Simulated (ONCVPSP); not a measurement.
nickel: one change to an ONCV potential, before and after

```
Element                 : Ni (Z = 28)
Generator               : ONCVPSP 4.0.1
Type                    : optimised norm-conserving Vanderbilt (ONCV)
Functional              : PBEsol
Relativity              : fully relativistic
Frozen core             : [Ne]
Valence charge          : 18
Reference configuration : 3s2 3p6 3d8 4s1 4p1
Partial waves           : 3s+4s: rc 1.05 bohr, ncon 4, nbas 7, qcut 9.6 1/bohr, 2 projectors; 3p+4p: rc 1.35 bohr, ncon 3, nbas 6, qcut 12.7 1/bohr, 2 projectors; 3d: rc 1.65 bohr, ncon 4, nbas 9, qcut 8.5 1/bohr, 2 projectors, debl 1.9 Ha
Local potential         : polynomial inside 0.95 bohr (lpopt 3, dvloc0 -1 Ha)
Core correction         : Teter function, fcfact 4.25, rcfact 1.55
```

Open shells are filled in proportion to 2j + 1.

All-electron outer shells of the reference configuration (PBEsol, scalar-relativistic, ld1.x):

| shell | level (eV) | outermost node (bohr) | outermost maximum (bohr) |
| --- | --- | --- | --- |
| 2s | -982.73 | 0.07 | 0.21 |
| 2p | -846.04 | – | 0.16 |
| 3s | -112.75 | 0.30 | 0.64 |
| 3p | -73.24 | 0.27 | 0.65 |
| 3d | -10.83 | – | 0.63 |
| 4s | -6.89 | 0.92 | 2.18 |
| 4p | -2.11 | 1.00 | 3.02 |

Change: p: qcut 7.3.

Cutoffs: the cutoffs (Ha) at which the residual kinetic energy of the hardest occupied pseudo-wave falls to 1 and 0.1 mHa per electron; they do not see the model core or the augmentation charge, which bear on the density cutoff. Errors are all-electron minus pseudo energies relative to the spin-unpolarised reference configuration.

Question: What does the change do?

Answer: The potential gets neither clearly harder nor softer (41 Ha and 89 Ha → 41 Ha and 89 Ha); the s channel sets the loose cutoff, while the largest relative change is in p, which becomes softer; the errors of the 3 common tests hardly move; neither file shows a bound ghost.

```csv
quantity,base,changed
"cutoff, loose",41 Ha,41 Ha
"cutoff, tight",89 Ha,89 Ha
loose cutoff by channel,"s 41 Ha, p 41 Ha, d 32 Ha","s 41 Ha, p 31 Ha, d 32 Ha"
bound ghosts,none,none
GHOST(+) flags under 300 eV,none,none
tests with a reliable result,3 of 4,3 of 4
"error for 3s2 3p6 3d8 4s2 4p0, meV [ΔE -4.63 eV]",+1.0,+0.9
"error for 3s2 3p6 3d8 4s1 4p0, meV [ΔE 4.71 eV]",+0.7,+0.7
"error for 3s2 3p6 3d8 4s0 4p0, meV [ΔE 21.97 eV]",+9.9,+9.9
s: phases at 1.06 bohr within 0.05 rad from the reference energy up to (Ha; the scan ends near 5),to the end of the scan,to the end of the scan
p3/2: phases at 1.37 bohr within 0.05 rad from the reference energy up to (Ha; the scan ends near 5),to the end of the scan,to the end of the scan
p1/2: phases at 1.37 bohr within 0.05 rad from the reference energy up to (Ha; the scan ends near 5),to the end of the scan,to the end of the scan
d5/2: phases at 1.68 bohr within 0.05 rad from the reference energy up to (Ha; the scan ends near 5),to the end of the scan,to the end of the scan
d3/2: phases at 1.68 bohr within 0.05 rad from the reference energy up to (Ha; the scan ends near 5),to the end of the scan,to the end of the scan
"rms error of d²Exc/dni dnj with the model core, mHa",4.77,4.68
```
